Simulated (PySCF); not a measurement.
`C=C[PH](C)(C)C=C` in a uniform electric field

Species: C6H13P.
Atom-mapped SMILES: `[H][P:3]([CH:2]=[CH2:1])([CH3:4])([CH3:5])[CH:6]=[CH2:7]` (hydrogens: H8, H9 on C1; H10 on C2; H11 on P3; H12, H13, H14 on C4; H15, H16, H17 on C5; H18 on C6; H19, H20 on C7)

Cartesian coordinates in Å at the GFN2-xTB level; atoms count from 1:
```xyz
20
C6H13P angstrom
C     -2.416    1.270    0.619
C     -1.897    0.151    0.147
P     -0.002   -0.053    0.022
C     -0.071   -0.443   -1.771
C     -0.016   -1.583    1.037
C      1.905    0.041    0.019
C      2.518    1.128    0.450
H     -1.766    2.077    0.935
H     -3.474    1.454    0.721
H     -2.566   -0.646   -0.163
H      0.054    1.267    0.558
H      0.795   -1.030   -2.067
H     -0.048    0.512   -2.298
H     -0.997   -0.960   -2.016
H      0.015   -1.266    2.080
H     -0.931   -2.146    0.866
H      0.862   -2.191    0.827
H      2.504   -0.791   -0.336
H      3.588    1.251    0.476
H      1.938    1.972    0.808
```

Level: CAM-B3LYP/def2-SVPD (PySCF); nuclei fixed, core orbitals frozen in the response. Permanent dipole (-0.042, -1.047, -0.425) D (1 au = 2.5417 D). Static polarisability (au):

```
x   115.84  -0.14  -0.82
y    -0.14 101.73   7.36
z    -0.82   7.36  86.87
```

Only the terms in μ and α are kept: μ(F) = μ + αF and ΔE = −μ·F − ½ F·αF.

Task: Apply 0.002 au along ±x, ±y and ±z in turn. Tabulate induced and total dipoles and both energy terms.

Result: 
| field along | induced x (D) | induced y (D) | induced z (D) | total size (D) | −μ·F (kJ/mol) | −½F·αF (kJ/mol) |
| --- | --- | --- | --- | --- | --- | --- |
| +x | 0.589 | -0.001 | -0.004 | 1.257 | +0.087 | -0.608 |
| −x | -0.589 | 0.001 | 0.004 | 1.292 | -0.087 | -0.608 |
| +y | -0.001 | 0.517 | 0.037 | 0.658 | +2.163 | -0.534 |
| −y | 0.001 | -0.517 | -0.037 | 1.632 | -2.163 | -0.534 |
| +z | -0.004 | 0.037 | 0.442 | 1.011 | +0.878 | -0.456 |
| −z | 0.004 | -0.037 | -0.442 | 1.389 | -0.878 | -0.456 |

Task: For the field (0.0016, 0.0018, -0.0016) au, what is the induced dipole, and what angle does it make with the field?

Result: αF = (0.474, 0.435, -0.323) D, at 8.6° to the field. The polarisability along this direction, F·αF/F², is 96.84 au, against a mean of 101.48 au.

Task: Which field along μ doubles the dipole in that direction (linear response)?

Result: The polarisability along the dipole is 104.74 au, so F = 0.4449 au / 104.74 au = 0.0042 au = 0.22 V/Å; higher-order terms are ignored.

Task: What field makes μF equal to kT at 200 K?

Result: kT = 0.6334 × 10⁻³ Eh, so F = 0.00142 au = 7.32 MV/cm.

Task: A unit point charge sits 18 Å away. Estimate the induction energy −αe²/2R⁴ with the mean polarisability, treating the molecule as a point.

Result: R = 34.02 bohr, so the energy is −101.5/(2 × 34.02⁴) Eh = -0.0995 kJ/mol. The charge–dipole term at its most favourable orientation, −μe/R², is -1.01 kJ/mol.

Isolated species at its GFN2-xTB geometry, gas phase.

The run behind these numbers computed excited states as well. Hardware: one thread of an Arm Neoverse V1, shared host with 32 logical CPUs at a one-minute load of 20. Cost: 67 s of wall time, 1.1 GiB resident at most.
